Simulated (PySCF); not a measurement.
## Correlation energy of Sr (strontium, neutral)

[Kr] 4d2, high-spin 3F determinant (an excited configuration). All numbers are calculated (PySCF 2.14, the spin-free X2C one-electron Hamiltonian (Gaussian nucleus), in x2c-TZVPPall (8s6p6d2f1g, 79 functions)). Frozen: [Ar] 3d10; 10 electrons correlated.

| level | correlation energy (mhartree) |
| --- | --- |
| CCSD | -219.96 |
| (T) | -6.23 |
| CCSD(T) | -226.19 |

Diagnostics: T1 = 0.018, D1 = 0.0542, largest double amplitude 0.085.

Q: Is a single reference adequate?

A: Mostly. T1 lies below 0.03, but a double amplitude of this size points to a near-degeneracy that CCSD handles and MP2 describes poorly.

This basis was not built for core-valence correlation, so the inner-shell part is incomplete.
